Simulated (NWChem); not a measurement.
NaOH; SMILES [OH][Na]

Program: NWChem. Geometry: optimised at PBE0-D3(BJ)/def2-TZVP. Level PBE/def2-TZVP: single points from the atomic guess with DIIS by default; each run changes one setting, and all converged runs end within 0.3 mHa of each other. cgmin counts macro-iterations, each dearer than a DIIS step. NWChem's automatic level shift, which a small gap switches on, acted in some of these runs.

| setting | SCF iterations |
|---|---|
| defaults | 25 |
| no DIIS, 40 % damping | 21 |
| quadratically convergent solver (cgmin) | 7 |
| no level shifting | 11 |
| 70 % damping for 30 cycles | 39 |
| DIIS on 3 Fock matrices | 22 |
